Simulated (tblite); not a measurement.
Compound: C₄H₅N₂P.
Z-matrix (Å and degrees, GFN2-xTB geometry), rows numbered from 1:
```
C 
C   1  1.3246
N   2  1.3903  1  123.29
C   3  1.3540  2  124.14  1  -179.96
P   4  1.7170  3  112.60  2  -179.99
C   5  1.7660  4   85.47  3    -0.02
N   6  1.3013  5  115.88  4     0.02
H   1  1.0754  2  120.67  3     0.06
H   1  1.0740  2  121.18  3  -179.99
H   2  1.0809  1  123.16  3   179.94
H   4  1.0754  3  119.36  2    -0.00
H   6  1.0757  5  125.72  4  -180.00
```

Level: GFN2-xTB in tblite, geometry and Hessian alike; calculated harmonic values, unscaled, isolated species. The method is semi-empirical: single wavenumbers can be off by several per cent or more. One conformer, not necessarily the lowest.

Harmonic wavenumbers (cm⁻¹): 94.1, 210.1, 216.0, 435.1, 451.1, 563.5, 590.2, 685.7, 700.6, 730.5, 808.5, 826.9, 863.6, 953.1, 966.5, 992.8, 1020.5, 1155.0, 1190.2, 1266.6, 1337.8, 1344.5, 1387.3, 1469.7, 1675.9, 3077.7, 3120.6, 3122.2, 3128.8, 3167.6.

A = 7226, B = 1585, C = 1300 MHz; mass 112.019 u (most abundant isotopes); point group Cs, symmetry number 1.

Task: Zero-point energy?

Result: ½Σν̃ = 18776 cm⁻¹ = 53.68 kcal/mol.

Task: Give the ideal-gas entropy at 298.15 K and 1 bar in the rigid-rotor, harmonic-oscillator model (classical rotation).

Result: Translation 40.08, rotation 27.47, vibration 12.29: S = 79.8 cal/(mol K).

Task: And Cp and H(298.15 K) − H(0)?

Result: Cp = 25.40 cal/(mol K), of which vibrations give 17.46 (their classical limit is 30 R = 59.6); H(298.15 K) − H(0) = 4.56 kcal/mol without the zero-point energy, 2.19 from vibrations.

Task: What must be added to the electronic energy to get the Gibbs energy at 298.15 K and 1 bar?

Result: ZPE + [H(298.15 K) − H(0)] − T·S = 53.68 + 4.56 − 23.80 = 34.44 kcal/mol.

Task: How do the functions run with temperature in this model?

Result: 
```
T (K)  S (cal/(mol K))  Cp (cal/(mol K))  H − H(0) (kcal/mol)  G − H(0) (kcal/mol)  ln q(vib)
  150             66.6              14.7                 1.62                -8.37       0.84
  250             75.7              21.8                 3.43               -15.49       1.90
  400             88.3              32.4                 7.52               -27.81       3.81
  600            103.5              42.4                15.09               -47.03       6.65
  900            122.5              51.0                29.23               -81.04      10.90
```

q(vib) and H(0) count from the zero-point level.

Task: Which modes carry the vibrational entropy at 298.15 K?

Result: 94.1 cm⁻¹: 3.57; 210.1 cm⁻¹: 2.04; 216.0 cm⁻¹: 1.99; 435.1 cm⁻¹: 0.84; 451.1 cm⁻¹: 0.79; 563.5 cm⁻¹: 0.52 cal/(mol K); the other 24 give 2.53 together.

Task: Blend soft modes into free rotors: weight 1/[1 + (100 cm⁻¹/ν̃)⁴] for the oscillator and the rest for a rotor with moment μB/(μ + B), μ = h/(8π²ν), B = 10⁻⁴⁴ kg m². What vibrational entropy results?

Result: 11.93 cal/(mol K) in place of 12.29, which changes −T·S at 298.15 K by +0.11 kcal/mol.

Hindered rotation and anharmonicity are outside this model. Other conformers, if any are populated, would add a mixing term that is left out.
